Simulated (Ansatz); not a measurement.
Start from `CS[S][GaH][F]` and change one atom or group to get `CSS[SiH2][SiH3]`.

Ansatz, PBE0-D4/def2-TZVP geometries, multiplicity 1. Each molecule was computed in one conformer, which needn't be the lowest.

Scalar relativity is left out up to krypton.

```json
{"property": "HOMO–LUMO gap (PBE/def2-TZVPP) / eV", "`CS[S][GaH][F]`": "3.24"}
{"property": "size of the dipole moment (ωB97M-V/def2-TZVPP) / D", "`CS[S][GaH][F]`": "1.26"}
{"property": "HOMO–LUMO gap (ωB97M-V/def2-TZVPP) / eV", "`CS[S][GaH][F]`": "9.06"}
{"property": "HOMO–LUMO gap (B3LYP/def2-TZVPP) / eV", "`CS[S][GaH][F]`": "4.73"}
{"property": "size of the dipole moment (PBE/def2-TZVPP) / D", "`CS[S][GaH][F]`": "1.17"}
{"property": "HOMO energy (ωB97M-V/def2-TZVPP) / eV", "`CS[S][GaH][F]`": "-8.75"}
```

**Question.** What does the change do to each property? (Estimate.)

**Answer.** Computed: 
| property | `CSS[SiH2][SiH3]` | shift |
| --- | --- | --- |
| HOMO–LUMO gap (PBE/def2-TZVPP) / eV | 3.80 | 0.56 |
| size of the dipole moment (ωB97M-V/def2-TZVPP) / D | 1.63 | 0.37 |
| HOMO–LUMO gap (ωB97M-V/def2-TZVPP) / eV | 10.12 | 1.06 |
| HOMO–LUMO gap (B3LYP/def2-TZVPP) / eV | 5.51 | 0.78 |
| size of the dipole moment (PBE/def2-TZVPP) / D | 1.63 | 0.46 |
| HOMO energy (ωB97M-V/def2-TZVPP) / eV | -8.93 | -0.18 |

With PBE0 the HOMO falls by 0.15 eV and the LUMO rises by 0.59 eV, so the gap widens by about 0.74 eV. PBE moves the HOMO by -0.14 eV and ωB97M-V by -0.18 eV. Dipoles are sizes alone; their direction can turn.

Positive LUMOs are unbound, so they and the gaps depend on the basis.

B3LYP here is the variant with VWN-RPA as its local correlation; programs differ in this.
